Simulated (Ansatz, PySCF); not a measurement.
The pair A = CH5Al (SMILES [CH3][AlH2]) (first 7 atoms), B = H2O (SMILES O); geometry from B3LYP-D3(BJ)/def2-TZVP.
(charge 0, multiplicity 1):
```json
[
 {"atom": "C", "x (Å)": "-0.1778", "y (Å)": "0.9168", "z (Å)": "-0.6125"},
 {"atom": "Al", "x (Å)": "-0.3298", "y (Å)": "-0.3736", "z (Å)": "0.8603"},
 {"atom": "H", "x (Å)": "0.8623", "y (Å)": "1.0922", "z (Å)": "-0.9021"},
 {"atom": "H", "x (Å)": "-0.6980", "y (Å)": "0.5558", "z (Å)": "-1.5058"},
 {"atom": "H", "x (Å)": "-0.6195", "y (Å)": "1.8852", "z (Å)": "-0.3600"},
 {"atom": "H", "x (Å)": "0.5849", "y (Å)": "-1.6861", "z (Å)": "0.8291"},
 {"atom": "H", "x (Å)": "-1.7143", "y (Å)": "-0.4692", "z (Å)": "1.6567"},
 {"atom": "O", "x (Å)": "0.6961", "y (Å)": "0.5133", "z (Å)": "2.4045"},
 {"atom": "H", "x (Å)": "1.4304", "y (Å)": "-0.0436", "z (Å)": "2.6950"},
 {"atom": "H", "x (Å)": "0.1181", "y (Å)": "0.6562", "z (Å)": "3.1656"}
]
```

Frozen-core correlation. Rows in 6-31G* carry no dispersion term and start afresh at each structure (6-31G* with six Cartesian d functions).

The values were computed with Ansatz (a first-principles code) with Gaussian orbitals; PySCF for 6-31G* rows. 

Total energies (hartree), monomers frozen at their geometry in the pair:

```
structure              B3LYP/6-31G*  B3LYP/def2-TZVPPD  MP2/aug-cc-pV(D+d)Z
---------------------  ------------  -----------------  -------------------
AB                     -359.9779019       -360.0760155         -359.2084748
A in the pair's basis  -283.5295039       -283.5762401         -282.9148612
B in the pair's basis   -76.4158006        -76.4692834          -76.2622409
A                      -283.5290768       -283.5761367         -282.9135367
B                       -76.4085414        -76.4692274          -76.2605700
```

### Question
Work out the interaction energy without and with the counterpoise correction, and the superposition error, for each level.

### Answer

E(AB) − E(A) − E(B), times 627.509 kcal/mol, with the monomers in their own basis and then in the pair's basis:
- B3LYP/6-31G*: -25.28 uncorrected, -20.46 corrected; the monomers gain 4.82 kcal/mol from borrowed functions
- B3LYP/def2-TZVPPD: -19.23 uncorrected, -19.13 corrected; the monomers gain 0.10 kcal/mol from borrowed functions
- MP2/aug-cc-pV(D+d)Z: -21.57 uncorrected, -19.69 corrected; the monomers gain 1.88 kcal/mol from borrowed functions
